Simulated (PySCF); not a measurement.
Predicted microwave data (PBE0-D3(BJ)/def2-SVP geometry optimisation, gas phase in PySCF) for one isomer of C2H6FNSi:

| Property | Result |
| --- | --- |
| Rotational constants | A = 13463, B = 1722, C = 1658 MHz |
| Dipole components | \|μa\| = 0.64 D, \|μb\| = 0.73 D, \|μc\| = 0.11 D |
| Inertial defect | -26.20 u·Å² |
| κ | -0.99 |

**Question.** Which structure is it? (One computed conformer of each.)
A. `[CH2:1]=[C:2]([F:3])[SiH2:4][NH2:5]` with C1–C2–Si4–N5 -11°, C2–Si4–N5–H -73° and 139°
B. `[CH2:1]=[N:2][Si@@H:3]([CH3:4])[F:5]` with C1–N2–Si3–C4 -119°
C. `[H]/[N:1]=[CH:2]\[CH2:3][SiH2:4][F:5]` with N1–C2–C3–Si4 -98°, C2–C3–Si4–F5 -173°
D. `[F:1][CH2:2]/[CH:3]=[N:4]\[SiH3:5]` with F1–C2–C3–N4 0°

**Answer.** C. It is [H]/N=C\C[SiH2]F, a near-prolate asymmetric top, point group C1. The candidates at the same level (rigid rotor, commonest isotopes):

| SMILES | A (MHz) | B (MHz) | C (MHz) | μa (D) | μb (D) | μc (D) | Δ (u·Å²) | point group | rotor |
| --- | --- | --- | --- | --- | --- | --- | --- | --- | --- |
| C=N[Si@@H](C)F | 5751 | 3126 | 2346 | 0.23 | 0.57 | 0.62 | -34.18 | C1 | asymmetric top |
| [H]/N=C\C[SiH2]F | 13463 | 1722 | 1658 | 0.64 | 0.73 | 0.11 | -26.20 | C1 | near-prolate asymmetric top |
| C=C(F)[SiH2]N | 7107 | 2610 | 1979 | 2.37 | 1.22 | 0.33 | -9.35 | C1 | asymmetric top |
| FC/C=N\[SiH3] | 6830 | 2948 | 2140 | 2.66 | 0.51 | 0.00 | -9.29 | Cs | asymmetric top |

`FC/C=N\[SiH3]` has B 71 % too high; `C=N[Si@@H](C)F` has B 81 % too high; `C=C(F)[SiH2]N` has B 52 % too high. No structure here is proved a minimum.
